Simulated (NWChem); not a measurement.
System: GaH2Br; SMILES [GaH2][Br]

```xyz
4

Ga     0.0000     0.0000    -1.1626
H      0.0000     1.4082    -1.8316
H      0.0000    -1.4082    -1.8316
Br     0.0000     0.0000     1.1344
```
Atoms are numbered in this order, from 1.

Program: NWChem. Geometry: optimised at PBE0/def2-SVP.

**Question.** Estimate the computed values for B3LYP/def2-TZVP. Quantities: highest occupied level (eV); orbital gap (eV); dipole (D).

**Answer.** highest occupied level (eV): -7.82
orbital gap (eV): 5.64
dipole (D): 1.82
